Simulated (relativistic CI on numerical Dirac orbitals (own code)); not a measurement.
## Magnetism of Co+, 3d8, in a crystal field

Calculated by Dirac-Coulomb-Breit CI, KLI orbitals optimised for each configuration, model QED (radiative potential, 1s self-energy scaled to tabulated hydrogen-like ionisation energies), valence Slater integrals scaled by 0.8, one configuration in a parametric crystal field (own radial code).

Field parameters in Wybourne normalisation: Oh B⁴₀ = 21Dq, B⁴₄ = √(5/14) B⁴₀. The field is a parameter set, without covalency.

S is read from ⟨S²⟩ = S(S + 1).

Powder χT (cm³ K mol⁻¹) by Van Vleck's formula, with temperature-independent terms:

| Field | 2 K | 5 K | 10 K | 20 K | 50 K | 100 K | 200 K | 300 K |
| --- | --- | --- | --- | --- | --- | --- | --- | --- |
| Oh, 10Dq = 2400 cm⁻¹ | 1.7 | 1.7 | 1.7 | 1.71 | 1.74 | 1.78 | 1.86 | 1.95 |
| Oh, 10Dq = 4300 cm⁻¹ | 1.41 | 1.41 | 1.41 | 1.42 | 1.43 | 1.46 | 1.5 | 1.55 |
| Oh, 10Dq = 6200 cm⁻¹ | 1.29 | 1.29 | 1.29 | 1.29 | 1.3 | 1.32 | 1.35 | 1.39 |
| Oh, 10Dq = 8100 cm⁻¹ | 1.22 | 1.22 | 1.22 | 1.23 | 1.23 | 1.25 | 1.27 | 1.3 |
| Oh, 10Dq = 10000 cm⁻¹ | 1.18 | 1.18 | 1.18 | 1.18 | 1.19 | 1.2 | 1.22 | 1.24 |
| Oh, 10Dq = 11900 cm⁻¹ | 1.15 | 1.15 | 1.15 | 1.15 | 1.16 | 1.17 | 1.19 | 1.2 |
| Oh, 10Dq = 13800 cm⁻¹ | 1.13 | 1.13 | 1.13 | 1.13 | 1.14 | 1.15 | 1.16 | 1.18 |
| Oh, 10Dq = 15700 cm⁻¹ | 1.12 | 1.12 | 1.12 | 1.12 | 1.12 | 1.13 | 1.14 | 1.16 |

Question: For Oh, 10Dq = 15700 cm⁻¹: what effective moment follows at 300 K?

Answer: μ_eff = √(8χT) = 3.04 μB. The ground level has S = 1.00; the spin-only moment for S = 1 is 2.83 μB. The difference comes from the orbital moment, spin-orbit mixing of terms and temperature-independent paramagnetism, all larger in this ionic model than in covalent complexes.
